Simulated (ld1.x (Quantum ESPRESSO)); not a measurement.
# Hg: variants of one PAW potential

Base potential:

ld1.x (Quantum ESPRESSO) 7.5 input, shortened:

```
&input
   title='Hg', zed=80., rel=1, dft='PZ', iswitch=3,
   config='[Xe] 4f14 5d10 6s2 6p0'
 /
 &inputp
   pseudotype=3, lpaw=.true., tm=.true., lloc=-1, rcloc=2.10,
   nlcc=.true., new_core_ps=.true., rcore=1.40,
   which_augfun='BESSEL', rmatch_augfun=1.90
 /
6
6S  1  0   2.00   0.00  1.75  2.15  0.0
6S  1  0   0.00  -0.20  1.75  2.15  0.0
6P  2  1   0.00   0.00  2.25  2.90  0.0
6P  2  1   0.00   1.60  2.25  2.90  0.0
5D  3  2  10.00   0.00  2.15  2.40  0.0
5D  3  2   0.00   0.05  2.15  2.40  0.0
 &test
   configts(1)='5d10 6s2 6p0'
 /
```

Cutoffs, loose and tight: the cutoffs (Ry, on a coarse ladder) from which the occupation-weighted sum of valence levels, in a spherical-Bessel basis at the reference potential, stays within 10 and 1 mRy of its value at 400 Ry. They do not see the model core or the augmentation charge, which bear on the density cutoff. Test errors are all-electron minus pseudo excitation energies from the reference, over the configurations 5d10 6s1 6p0; 5d10 6s0 6p0; 5d9 6s0 6p0; 5d9 6s2 6p1; 5d10 6s0 6p1; 5d9 6s2 6p0; 5d10 6s0 6p2 (two spin-polarised tests are not counted in the largest error). A dash means not determined; rows that change the core or the reference have their own tests. The largest error is taken over the tests solved by every variant that gives reliable tests at all: 5d10 6s0 6p0; 5d10 6s1 6p0; 5d9 6s2 6p0.

A true bound ghost makes a file unfit for plane-wave use even where its test errors are small: the radial tests pick states by their node count and pass the ghost by. Where a test does run into it, the solver fails or the error is huge.

| change | outcome | cutoff, loose | cutoff, tight | bound ghosts | largest test error (meV) |
| --- | --- | --- | --- | --- | --- |
| base | generated | 18 Ry | 35 Ry | none | -24 |
| waves 6s (bound): rcut 1.75, rcutus 2.02 bohr; 6s channel at -0.2 Ry: rcut 1.75, rcutus 2.02 bohr | generated | 18 Ry | 35 Ry | s | -33 |
| functional PBE | generated | 18 Ry | 35 Ry | none | -30 |
| augmentation BESSEL, radius 1.50 bohr | generated | 18 Ry | 35 Ry | none | -12 |
| type TM; waves now 6s (bound): rc 2.15 bohr; 6p (bound): rc 2.90 bohr; 5d (bound): rc 2.40 bohr; local potential the d channel | generated | 40 Ry | 60 Ry | s, p | -46 |
| wave 6s channel at -0.2 Ry: rcut 1.75, rcutus 2.15 bohr becomes 6s channel at 1.4 Ry: rcut 1.75, rcutus 2.15 bohr | generated | 18 Ry | 35 Ry | none | -28 |

(1) What comes out with this change to the base: waves 5d (bound): rcut 2.15, rcutus 2.50 bohr; 5d channel at 0.05 Ry: rcut 2.15, rcutus 2.50 bohr?

## Answers

(1) outcome: generated; cutoff, loose: 18 Ry; cutoff, tight: 30 Ry; bound ghosts: none; largest test error (meV): -14.
